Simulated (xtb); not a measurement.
Job for xtb: GFN1-xTB on CH4O2Sn (a complex), monomers drawn apart or pushed together.

```
$ xtb mol.xyz --gfn 1 --sp --chrg 0 --uhf 0
8

Sn    -0.29400448     0.54737426    -0.04775112
H      0.94174952     0.11055974    -1.14051552
H     -1.47058180     1.49212606    -0.84733747
H     -1.02929679    -0.86100457     0.58325939
H      0.37245203     1.44503887     1.24546580
O      1.72034374    -1.87603996     4.13396467
C      0.80828573    -1.49390731     4.74046271
O     -0.10326037    -1.11184872     5.34594513
```

Output:

```
[...]
           -------------------------------------------------
          |                Calculation Setup                |
           -------------------------------------------------



molecular fragmentation (1/2 indicates fragments):
11111222
# atoms in fragment 1/2:     5     3
 fragment masses (1/2) :      122.74       44.01
CMA distance (Bohr)    :  10.054
constraining FC (au)   :  0.0500

           -------------------------------------------------
          |                 G F N 1 - x T B                 |
           -------------------------------------------------

        Reference                      10.1021/acs.jctc.7b00118
      * Hamiltonian:
        H0-scaling (s, p, d)           1.850000    2.250000    2.000000
        zeta-weighting                 0.000000
      * Dispersion:
        s8                             2.400000
        a1                             0.630000
        a2                             5.000000
        s9                             0.000000
      * Repulsion:
        kExp                           1.500000
        rExp                           1.000000
      * Coulomb:
        alpha                          2.000000
        third order                    atomic
        anisotropic                    false
      * Halogen bond correction:
        rad-scale                      1.300000
        damping                        0.440000


          ...................................................
          :                      SETUP                      :
          :.................................................:
          :  # basis functions                  30          :
          :  # atomic orbitals                  29          :
          :  # shells                           17          :
          :  # electrons                        24          :
          :  # halogen bonds                     0          :
          :  max. iterations                   250          :
          :  Hamiltonian                  GFN1-xTB          :
          :  restarted?                      false          :
          :  GBSA solvation                  false          :
          :  PC potential                    false          :
          :  electronic temp.          300.0000000     K    :
          :  accuracy                    1.0000000          :
          :  -> integral cutoff          0.2500000E+02      :
          :  -> integral neglect         0.1000000E-07      :
          :  -> SCF convergence          0.1000000E-05 Eh   :
          :  -> wf. convergence          0.2000000E-04 e    :
          :  Broyden damping             0.4000000          :
          :  net charge                          0          :
          :  unpaired electrons                  0          :
          ...................................................

 iter      E             dE          RMSdq      gap      omega  full diag
   1    -16.1547224 -0.161547E+02  0.568E+00    7.69       0.0  T
   2    -16.2881675 -0.133445E+00  0.325E+00    7.99       1.0  T
   3    -16.2975153 -0.934779E-02  0.177E+00    7.33       1.0  T
   4    -16.2983577 -0.842429E-03  0.262E-01    5.44       1.0  T
   5    -16.2987790 -0.421307E-03  0.109E-01    5.49       1.0  T
   6    -16.2988849 -0.105856E-03  0.105E-02    5.46       3.4  T
   7    -16.2988854 -0.500525E-06  0.545E-03    5.47       6.5  T
   8    -16.2988856 -0.237563E-06  0.188E-03    5.47      18.8  T
   9    -16.2988857 -0.328007E-07  0.116E-04    5.47     304.2  T
  10    -16.2988857 -0.100869E-09  0.413E-05    5.47     856.0  T

   *** convergence criteria satisfied after 10 iterations ***

         #    Occupation            Energy/Eh            Energy/eV
      -------------------------------------------------------------
         1        2.0000           -0.9131896             -24.8492
       ...           ...                  ...                  ...
         6        2.0000           -0.7186956             -19.5567
         7        2.0000           -0.6612152             -17.9926
         8        2.0000           -0.6017684             -16.3750
         9        2.0000           -0.6017676             -16.3749
        10        2.0000           -0.4717882             -12.8380
        11        2.0000           -0.4714453             -12.8287
        12        2.0000           -0.4709297             -12.8146 (HOMO)
        13                         -0.2700589              -7.3487 (LUMO)
        14                         -0.2700560              -7.3486
        15                         -0.1492389              -4.0610
        16                         -0.1482880              -4.0351
        17                         -0.1476962              -4.0190
       ...                                ...                  ...
        29                          1.4591348              39.7051
      -------------------------------------------------------------
                  HL-Gap            0.2008708 Eh            5.4660 eV
             Fermi-level           -0.3704943 Eh          -10.0817 eV

 SCC (total)                   0 d,  0 h,  0 min,  0.004 sec
 SCC setup                      ...        0 min,  0.000 sec (  1.357%)
 Dispersion                     ...        0 min,  0.000 sec (  0.622%)
 classical contributions        ...        0 min,  0.000 sec (  0.238%)
 integral evaluation            ...        0 min,  0.001 sec ( 25.344%)
 iterations                     ...        0 min,  0.001 sec ( 29.448%)
 molecular gradient             ...        0 min,  0.002 sec ( 40.617%)
 printout                       ...        0 min,  0.000 sec (  2.252%)

         :::::::::::::::::::::::::::::::::::::::::::::::::::::
         ::                     SUMMARY                     ::
         :::::::::::::::::::::::::::::::::::::::::::::::::::::
         :: total energy             -16.171862472130 Eh    ::
         :: gradient norm              0.067625589394 Eh/a0 ::
         :: HOMO-LUMO gap              5.465971438279 eV    ::
         ::.................................................::
         :: SCC energy               -16.298885671975 Eh    ::
         :: -> electrostatic           0.071848887966 Eh    ::
         :: repulsion energy           0.128498534605 Eh    ::
         :: dispersion energy         -0.001475334760 Eh    ::
         :: halogen bond corr.         0.000000000000 Eh    ::
         :: add. restraining           0.000000000000 Eh    ::
         :: total charge               0.000000000000 e     ::
         :::::::::::::::::::::::::::::::::::::::::::::::::::::

           -------------------------------------------------
          |                Property Printout                |
           -------------------------------------------------

    * Orbital Energies and Occupations

         #    Occupation            Energy/Eh            Energy/eV
      -------------------------------------------------------------
         1        2.0000           -0.9131896             -24.8492
         2        2.0000           -0.9005784             -24.5060
         3        2.0000           -0.8865289             -24.1237
         4        2.0000           -0.7262871             -19.7633
         5        2.0000           -0.7186957             -19.5567
         6        2.0000           -0.7186956             -19.5567
         7        2.0000           -0.6612152             -17.9926
         8        2.0000           -0.6017684             -16.3750
         9        2.0000           -0.6017676             -16.3749
        10        2.0000           -0.4717882             -12.8380
        11        2.0000           -0.4714453             -12.8287
        12        2.0000           -0.4709297             -12.8146 (HOMO)
        13                         -0.2700589              -7.3487 (LUMO)
Note: The following floating-point exceptions are signalling: IEEE_DENORMAL
normal termination of xtb
        14                         -0.2700560              -7.3486
        15                         -0.1492389              -4.0610
        16                         -0.1482880              -4.0351
        17                         -0.1476962              -4.0190
        18                         -0.1296873              -3.5290
        19                         -0.0705942              -1.9210
        20                         -0.0704412              -1.9168
        21                         -0.0704031              -1.9158
        22                         -0.0694869              -1.8908
        23                         -0.0694387              -1.8895
       ...                                ...                  ...
        29                          1.4591348              39.7051
      -------------------------------------------------------------
                  HL-Gap            0.2008708 Eh            5.4660 eV
             Fermi-level           -0.3704943 Eh          -10.0817 eV

  Mulliken/CM5 charges         n(s)   n(p)   n(d)
     1Sn   -0.05651 -0.24137   1.890  2.092  0.074
     2H     0.01759  0.06402   0.982  0.000  0.000
     3H     0.01573  0.06201   0.984  0.000  0.000
     4H     0.01163  0.05775   0.988  0.000  0.000
     5H     0.01158  0.05770   0.988  0.000  0.000
     6O    -0.37232 -0.41370   1.714  4.658  0.000
     7C     0.74388  0.82662   0.914  2.342  0.000
     8O    -0.37157 -0.41303   1.714  4.658  0.000

Wiberg/Mayer (AO) data.
largest (>0.10) Wiberg bond orders for each atom

 ---------------------------------------------------------------------------
     #   Z sym  total        # sym  WBO       # sym  WBO       # sym  WBO
 ---------------------------------------------------------------------------
     1  50 Sn   2.976 --     5 H    0.745     4 H    0.745     3 H    0.743
                             2 H    0.742
     2   1 H    1.000 --     1 Sn   0.742
     3   1 H    1.000 --     1 Sn   0.743
     4   1 H    1.001 --     1 Sn   0.745
     5   1 H    1.001 --     1 Sn   0.745
     6   8 O    2.243 --     7 C    1.923     8 O    0.320
     7   6 C    3.848 --     8 O    1.925     6 O    1.923
     8   8 O    2.244 --     7 C    1.925     6 O    0.320
 ---------------------------------------------------------------------------

Topologies differ in total number of bonds
Writing topology from bond orders to xtbtopo.mol

 dipole moment from electron density (au)
     X       Y       Z
   0.0064   0.0037  -0.0276  total (Debye):    0.073


           -------------------------------------------------
          | TOTAL ENERGY              -16.171862472130 Eh   |
          | GRADIENT NORM               0.067625589394 Eh/α |
          | HOMO-LUMO GAP               5.465971438279 eV   |
           -------------------------------------------------

------------------------------------------------------------------------
------------------------------------------------------------------------
 total:
 SCF:
```

The run finished.

Cost: about 0.020 core-seconds (a rough figure).
